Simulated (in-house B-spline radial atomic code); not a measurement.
Computed with a B-spline radial atomic code. Model: two electrons, singlet ground state, non-relativistic, full CI in B-splines with partial waves to l = 8 (at full coupling up to 3e-4 hartree above the limit, correlation up to 0.6 % small), density held at that of full coupling by Lieb maximisation.

W(λ) is the mean repulsion in the state of coupling λ less the Hartree energy of the fixed density. Its start is exact exchange, its initial slope is twice the second-order Görling-Levy correlation energy, and its area from 0 to 1 is E_xc. A straight curve means weak, dynamic correlation, and a curve that drops fast and flattens means strong correlation.

Command:
```bash
python run_ac.py task.json out
```
Settings (lengths in bohr, energies in hartree):
```
potential              ball
strength               1
lmax                   8
wall_radius            5.81
```

Run time, properties included: 7.3 s on 1 thread of Intel(R) Xeon(R) Processor @ 2.30GHz, with other jobs on the host.

**W = mean repulsion less Hartree energy, and W of three functionals.**

Given: confinement empty hard sphere; hard wall radius 5.81 bohr; external potential zero inside.

Computed: PBE exchange minus exact 10.01 millihartree; SCAN exchange minus exact -5.7309 millihartree.

| coupling | W xc (hartree) | W xc minus exchange (millihartree) | kinetic minus Kohn-Sham (millihartree) | LDA (PW92) W minus its exchange (millihartree) | PBE W minus its exchange (millihartree) | SCAN W minus its exchange (millihartree) |
| --- | --- | --- | --- | --- | --- | --- |
| 0 | -0.28449 | 0 | 0 | 0 | 0 | 0 |
| 0.02 | -0.28685 | -2.365 | 0.02 | -9.15 | -4.37 | -1.92 |
| 0.05 | -0.29024 | -5.752 | 0.14 | -17.76 | -9.65 | -4.65 |
| 0.12 | -0.29745 | -12.964 | 0.75 | -31.84 | -19.42 | -10.46 |
| 0.25 | -0.30865 | -24.164 | 2.79 | -49.57 | -32.99 | -19.75 |
| 0.4 | -0.31881 | -34.322 | 6.06 | -64.02 | -44.74 | -28.65 |
| 0.6 | -0.32907 | -44.586 | 11.14 | -78.2 | -56.74 | -38.33 |
| 0.8 | -0.33677 | -52.28 | 16.49 | -88.97 | -66.08 | -46.18 |
| 1 | ? | ? | ? | ? | ? | ? |
| 1.4 | ? | ? | ? | ? | ? | ? |
| 2 | -0.3596 | -75.113 | 45.91 | -124.29 | -97.8 | -73.25 |
| 3 | -0.36775 | -83.259 | 65.89 | -139.09 | -111.43 | -84.04 |
| 4.5 | -0.3746 | -90.116 | 91.1 | -152.78 | -124.18 | -92.94 |
| 7 | -0.38083 | -96.345 | 126.1 | -166.23 | -136.8 | -100.21 |
| 10 | -0.38509 | -100.6 | 161.74 | -175.91 | -145.93 | -104.42 |

(1) What belongs in the row 1?

(2) What belongs in the row 1.4?

(3) What is the LDA exchange minus exact?

**Energy parts, natural occupations and partial-wave weights.**

Computed: total energy 0.5516 hartree; exchange energy -0.28449 hartree; kinetic part of the DFT correlation energy 0.021829 hartree; initial slope twice GL2 -0.12041 hartree; kinetic part over minus potential part 0.37485; Hartree energy 0.56898 hartree; Lieb Oxford ratio E_xc over LDA exchange 1.2885.

```json
{"natural": "s", "occupation of the shell (electrons)": "1.854"}
{"natural": "p", "occupation of the shell (electrons)": "0.14199"}
{"natural": "s", "occupation of the shell (electrons)": "0.002257"}
{"natural": "d", "occupation of the shell (electrons)": "?"}
{"natural": "p", "occupation of the shell (electrons)": "0.00018373"}
{"natural": "f", "occupation of the shell (electrons)": "0.00015002"}
```

(4) What belongs in the row d?

| wave | weight |
| --- | --- |
| s | 0.92812 |
| p | 0.071089 |
| d | 0.00068813 |
| f | ? |
| g | 1.7315e-05 |

(5) What belongs in the row f?

(6) What is the correlation energy?

(7) What is the Kohn-Sham kinetic?

## Answers

(1) W xc (hartree): -0.34272; W xc minus exchange (millihartree): -58.235; kinetic minus Kohn-Sham (millihartree): 21.83; LDA (PW92) W minus its exchange (millihartree): -97.56; PBE W minus its exchange (millihartree): -73.67; SCAN W minus its exchange (millihartree): -52.67.

(2) W xc (hartree): -0.35132; W xc minus exchange (millihartree): -66.836; kinetic minus Kohn-Sham (millihartree): 32.03; LDA (PW92) W minus its exchange (millihartree): -110.64; PBE W minus its exchange (millihartree): -85.38; SCAN W minus its exchange (millihartree): -62.76.

(3) 35.445 millihartree.

(4) occupation of the shell (electrons): 0.0013406.

(5) weight: 8.0124e-05.

(6) -0.036406 hartree.

(7) 0.30355 hartree.

Half-way to full coupling W has made 68 % of its drop, against 50 % for a straight line, and second-order (GL2) theory, half the initial slope, overshoots the correlation energy by about 65 %: correlation is strong. Over couplings 0 to 1 the errors in E_xc come to about +6.0 millihartree for LDA, -0.7 millihartree for PBE, -0.8 millihartree for SCAN. In LDA and PBE and SCAN the errors of exchange and correlation have opposite signs, so the sum is smaller than the larger of the two.
